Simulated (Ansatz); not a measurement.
Consider the redistribution: `CN[SiH2]O` + `CS[Si]Cl` → `CN[SiH2]Cl` + `CS[Si]O`.

Calculated with Ansatz (gas phase, PBE0-D4/def2-TZVP geometries, no zero-point term in ΔE). CCSD(T)/CBS is the MP2 limit (def2-TZVPP, def2-QZVPP) plus CCSD(T) − MP2 in def2-TZVPP, frozen cores. This one scheme is used for every species. DFT in def2-TZVPP. One conformer a species, not always the lowest.

Q: Is it downhill or uphill in electronic energy at CCSD(T)/CBS, and by how much? (Best estimate.)

A: The calculation gave: Downhill: ΔE = -0.12 eV.

Q: What do these levels give: r2SCAN-D4, B2PLYP, PBE, CCSD(T)/def2-TZVPP, SCS-MP2/def2-QZVPP, CCSD/CBS(def2)? (Estimate.)

A: The calculation gave: r2SCAN-D4 -0.11, B2PLYP -0.11, PBE -0.09, CCSD(T)/def2-TZVPP -0.12, SCS-MP2/def2-QZVPP -0.14, CCSD/CBS(def2) -0.14 eV.

Largest T1 diagnostic among the species: 0.014.

In def2-TZVPP, CCSD(T) changes the Hartree–Fock value by +0.06 eV (the triples alone add +0.02 eV) and MP2 by +0.05 eV.
